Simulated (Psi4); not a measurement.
C$_{4}$H$_{10}$AlNO, singlet, geometry from GFN2-xTB (such geometries of metal compounds can be far from the true shape), atoms displaced at random by about 0.08 Å a coordinate; B3LYP/STO-3G, gradient (Psi4 1.11).

Here is a job for Psi4.
```
memory 2 GB

molecule mol {
0 1
Al    0.187894    0.613879    0.508757
C    -0.158829    2.199145    0.130934
C    -0.371138    2.812990   -1.005121
H    -0.044485    3.127800    0.723147
H    -0.697953    3.933425   -1.390934
H    -0.626505    1.881090   -1.816424
O     0.027150   -0.531955   -0.521922
C    -0.060519   -1.745232   -1.375742
C     0.026697   -3.102118   -0.698866
H    -1.148922   -1.657733   -1.936272
H     0.385772   -1.632060   -2.149745
H    -0.866754   -3.084083    0.162643
H    -0.189771   -3.979773   -1.265455
H     0.910787   -3.172815   -0.067410
N     0.597616    0.070314    2.420877
H     0.673203    0.702545    2.881288
H     0.704826   -0.773981    2.649409
symmetry c1
no_reorient
no_com
}

set {
  basis sto-3g
  reference rks
}

gradient('b3lyp')
print_variables()
```

Problem. Write the output that Psi4 gives for this input, abridged.

Solution. 
```
gradient() will perform analytic gradient computation.

   => Loading Basis Set <=

    Name: STO-3G
    Role: ORBITAL
    Keyword: BASIS

         ---------------------------------------------------------
                                   SCF
               by Justin Turney, Rob Parrish, Andy Simmonett
                          and Daniel G. A. Smith
                              RKS Reference
         ---------------------------------------------------------

  ==> Geometry <==

    Molecular point group: c1
    Full point group: C1

    Geometry (in Angstrom), charge = 0, multiplicity = 1:

       Center              X                  Y                   Z               Mass
    ------------   -----------------  -----------------  -----------------  -----------------
         AL           0.187894000000     0.613879000000     0.508757000000    26.981538530000
         C           -0.158829000000     2.199145000000     0.130934000000    12.000000000000
         C           -0.371138000000     2.812990000000    -1.005121000000    12.000000000000
         H           -0.044485000000     3.127800000000     0.723147000000     1.007825032230
         H           -0.697953000000     3.933425000000    -1.390934000000     1.007825032230
         H           -0.626505000000     1.881090000000    -1.816424000000     1.007825032230
         O            0.027150000000    -0.531955000000    -0.521922000000    15.994914619570
         C           -0.060519000000    -1.745232000000    -1.375742000000    12.000000000000
         C            0.026697000000    -3.102118000000    -0.698866000000    12.000000000000
         H           -1.148922000000    -1.657733000000    -1.936272000000     1.007825032230
         H            0.385772000000    -1.632060000000    -2.149745000000     1.007825032230
         H           -0.866754000000    -3.084083000000     0.162643000000     1.007825032230
         H           -0.189771000000    -3.979773000000    -1.265455000000     1.007825032230
         H            0.910787000000    -3.172815000000    -0.067410000000     1.007825032230
         N            0.597616000000     0.070314000000     2.420877000000    14.003074004430
         H            0.673203000000     0.702545000000     2.881288000000     1.007825032230
         H            0.704826000000    -0.773981000000     2.649409000000     1.007825032230

  Running in c1 symmetry.

  Rotational constants: A =      0.09921  B =      0.04179  C =      0.02979 [cm^-1]
  Rotational constants: A =   2974.18083  B =   1252.78750  C =    893.05530 [MHz]
  Nuclear repulsion =  348.314165088853770

  Charge       = 0
  Multiplicity = 1
  Electrons    = 62
  Nalpha       = 31
  Nbeta        = 31

  ==> Algorithm <==

  SCF Algorithm Type is DF.
  DIIS enabled.
  MOM disabled.
  Fractional occupation disabled.
  Guess Type is SAD.
  Energy threshold   = 1.00e-08
  Density threshold  = 1.00e-08
  Integral threshold = 1.00e-12

  ==> Primary Basis <==

  Basis Set: STO-3G
    Blend: STO-3G
    Number of shells: 33
    Number of basis functions: 49
    Number of Cartesian functions: 49
    Spherical Harmonics?: true
    Max angular momentum: 1

  ==> DFT Potential <==

   => LibXC <=

    Version 7.1.2
    S. Lehtola, C. Steigemann, M. J. T. Oliveira, and M. A. L. Marques,  SoftwareX 7, 1–5 (2018) (10.1016/j.softx.2017.11.002)

   => Composite Functional: B3LYP <=

    B3LYP Hyb-GGA Exchange-Correlation Functional

    P. J. Stephens, F. J. Devlin, C. F. Chabalowski, and M. J. Frisch,  J. Phys. Chem. 98, 11623 (1994) (10.1021/j100096a001)

    Deriv               =              1
    GGA                 =           TRUE
    Meta                =          FALSE

    Exchange Hybrid     =           TRUE
    MP2 Hybrid          =          FALSE

   => Exchange Functionals <=

    0.0800   Slater exchange
    0.7200         Becke 88

   => Exact (HF) Exchange <=

    0.2000               HF

   => Correlation Functionals <=

    0.1900   Vosko, Wilk & Nusair (VWN5_RPA)
    0.8100   Lee, Yang & Parr

   => LibXC Density Thresholds  <==

    XC_HYB_GGA_XC_B3LYP:  1.00E-15

   => Molecular Quadrature <=

    Radial Scheme          =       TREUTLER
    Pruning Scheme         =           NONE
    Nuclear Scheme         =       TREUTLER

    Blocking Scheme        =         OCTREE
    BS radius alpha        =              1
    Pruning alpha          =              1
    Radial Points          =             75
    Spherical Points       =            302
    Total Points           =         359877
    Total Blocks           =           2697
    Max Points             =            256
    Max Functions          =             46
    Weights Tolerance      =       1.00E-15

   => Loading Basis Set <=

    Name: (STO-3G AUX)
    Role: JKFIT
    Keyword: DF_BASIS_SCF

  ==> Integral Setup <==

  SCF_SUBTYPE=INCORE selected. In-core MEM_DF algorithm will be used.
  Using in-core AOs.

  ==> MemDFJK: Density-Fitted J/K Matrices <==

    J tasked:                   Yes
    K tasked:                   Yes
    wK tasked:                   No
    Algorithm:                 Core
    Schwarz Cutoff:           1E-12
    Mask sparsity (%):       2.6656
    Fitting Condition:        1E-10

   => Auxiliary Basis Set <=

  Basis Set: (STO-3G AUX)
    Blend: DEF2-UNIVERSAL-JKFIT
    Number of shells: 248
    Number of basis functions: 762
    Number of Cartesian functions: 897
    Spherical Harmonics?: true
    Max angular momentum: 4

  Minimum eigenvalue in the overlap matrix is 1.7378750469E-01.
  Reciprocal condition number of the overlap matrix is 7.2590535500E-02.
    Using symmetric orthogonalization.

  ==> Pre-Iterations <==

  SCF Guess: Superposition of Atomic Densities via on-the-fly atomic UHF (no occupation information).

   -------------------------
    Irrep   Nso     Nmo
   -------------------------
     A         49      49
   -------------------------
    Total      49      49
   -------------------------

  ==> Iterations <==
[...]
  @DF-RKS Final Energy:  -523.95880716619206
    Total Energy =                       -523.9588071661919457
[...]
                          Rob Parrish, Justin Turney,
                       Andy Simmonett, and Alex Sokolov
         ------------------------------------------------------------

  ==> Geometry <==

    Molecular point group: c1
    Full point group: C1

    Geometry (in Angstrom), charge = 0, multiplicity = 1:

       Center              X                  Y                   Z               Mass
    ------------   -----------------  -----------------  -----------------  -----------------
         AL           0.187894000000     0.613879000000     0.508757000000    26.981538530000
         C           -0.158829000000     2.199145000000     0.130934000000    12.000000000000
         C           -0.371138000000     2.812990000000    -1.005121000000    12.000000000000
         H           -0.044485000000     3.127800000000     0.723147000000     1.007825032230
         H           -0.697953000000     3.933425000000    -1.390934000000     1.007825032230
         H           -0.626505000000     1.881090000000    -1.816424000000     1.007825032230
         O            0.027150000000    -0.531955000000    -0.521922000000    15.994914619570
         C           -0.060519000000    -1.745232000000    -1.375742000000    12.000000000000
         C            0.026697000000    -3.102118000000    -0.698866000000    12.000000000000
         H           -1.148922000000    -1.657733000000    -1.936272000000     1.007825032230
         H            0.385772000000    -1.632060000000    -2.149745000000     1.007825032230
         H           -0.866754000000    -3.084083000000     0.162643000000     1.007825032230
         H           -0.189771000000    -3.979773000000    -1.265455000000     1.007825032230
         H            0.910787000000    -3.172815000000    -0.067410000000     1.007825032230
         N            0.597616000000     0.070314000000     2.420877000000    14.003074004430
         H            0.673203000000     0.702545000000     2.881288000000     1.007825032230
         H            0.704826000000    -0.773981000000     2.649409000000     1.007825032230

  Nuclear repulsion =  348.314165088853770

  ==> Basis Set <==

  Basis Set: STO-3G
    Blend: STO-3G
    Number of shells: 33
    Number of basis functions: 49
    Number of Cartesian functions: 49
    Spherical Harmonics?: true
    Max angular momentum: 1

  ==> DFJKGrad: Density-Fitted SCF Gradients <==

    Gradient:                    1
    J tasked:                  Yes
    K tasked:                  Yes
    wK tasked:                  No
    Integrals threads:           1
    Schwarz Cutoff:          1E-12
    Fitting Condition:       1E-10

   => Auxiliary Basis Set <=

  Basis Set: (STO-3G AUX)
    Blend: DEF2-UNIVERSAL-JKFIT
    Number of shells: 248
    Number of basis functions: 762
    Number of Cartesian functions: 897
    Spherical Harmonics?: true
    Max angular momentum: 4

  ==> DFT Potential <==

   => LibXC <=

    Version 7.1.2
    S. Lehtola, C. Steigemann, M. J. T. Oliveira, and M. A. L. Marques,  SoftwareX 7, 1–5 (2018) (10.1016/j.softx.2017.11.002)

   => Composite Functional: B3LYP <=

    B3LYP Hyb-GGA Exchange-Correlation Functional

    P. J. Stephens, F. J. Devlin, C. F. Chabalowski, and M. J. Frisch,  J. Phys. Chem. 98, 11623 (1994) (10.1021/j100096a001)

    Deriv               =              1
    GGA                 =           TRUE
    Meta                =          FALSE

    Exchange Hybrid     =           TRUE
    MP2 Hybrid          =          FALSE

   => Exchange Functionals <=

    0.0800   Slater exchange
    0.7200         Becke 88

   => Exact (HF) Exchange <=

    0.2000               HF

   => Correlation Functionals <=

    0.1900   Vosko, Wilk & Nusair (VWN5_RPA)
    0.8100   Lee, Yang & Parr

   => LibXC Density Thresholds  <==

    XC_HYB_GGA_XC_B3LYP:  1.00E-15

   => Molecular Quadrature <=

    Radial Scheme          =       TREUTLER
    Pruning Scheme         =           NONE
    Nuclear Scheme         =       TREUTLER

    Blocking Scheme        =         OCTREE
    BS radius alpha        =              1
    Pruning alpha          =              1
    Radial Points          =             75
    Spherical Points       =            302
    Total Points           =         359877
    Total Blocks           =           2697
    Max Points             =            256
    Max Functions          =             46
    Weights Tolerance      =       1.00E-15

  -Total Gradient:
     Atom            X                  Y                   Z
    ------   -----------------  -----------------  -----------------
       1       -0.049255388545     0.128643085694    -0.169451362488
       2        0.001542463101    -0.198541815434    -0.026396021490
       3        0.073441213133     0.053524251913     0.157002159600
       4       -0.005942477082     0.022226116724    -0.044824162981
       5       -0.027721843229     0.062933710873    -0.032945784697
       6       -0.016282773762    -0.076344633340    -0.018780939152
       7        0.002520047898     0.093256457514     0.073714374464
       8        0.223338859032    -0.043480507642    -0.194933150003
       9        0.065500016100    -0.020571467230    -0.107893131485
      10       -0.036991984850     0.011146016658    -0.038713826164
      11       -0.176887663798    -0.029982554993     0.229904400649
      12       -0.050411761847     0.002968490847     0.051791009746
      13       -0.004280387934     0.017812622078     0.025311075409
      14       -0.016323883722     0.008688636951     0.005227213114
      15        0.102604946758     0.164877693635     0.485249972538
      16       -0.054969008525    -0.401320263046    -0.325138878030
      17       -0.029722048574     0.203901245989    -0.069238648823

  Variable Map:
  ----------------------------------------------------------------------------
[...]
  Array Variable Map:
  ----------------------------------------------------------------------------
[...]
[...]
```
